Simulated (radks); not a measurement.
Values are calculated unless marked as measured or tabulated.
Mn III, 23 electrons, occupied as [Ar] 3d5.

Level of theory: non-relativistic Kohn-Sham, PBE, spin-unpolarised, spherical densities, point nucleus (a radial shooting solver on a logarithmic mesh with Libxc functionals).

Energy parts (hartree):
part                       energy
total                 -1149.67970
kinetic                1148.77052
electron-nucleus      -2716.99331
Hartree                 469.71407
exchange-correlation    -51.17098

Orbitals (lengths in bohr, moments of r in powers of bohr; r(max) is where P^2 peaks):
orbital  occ.  eigenvalue (hartree)   r(max)  <1/r>     <r^2>       <r^4>
1s          2             -234.8963  0.04053  24.52  0.005083  0.00006598
2s          2             -27.57258   0.2352  5.222   0.09413     0.01546
2p          6             -23.72731   0.1895  5.170   0.07572     0.01166
3s          2              -3.74553   0.7437  1.637    0.8544       1.184
3p          6              -2.64710   0.7555  1.513    0.9699       1.648
3d          5              -0.89939   0.7595  1.165     1.690       7.025

The highest occupied level is 3d at -24.474 eV. The density falls to 0.001 e/bohr^3 at r = 3.09 bohr.
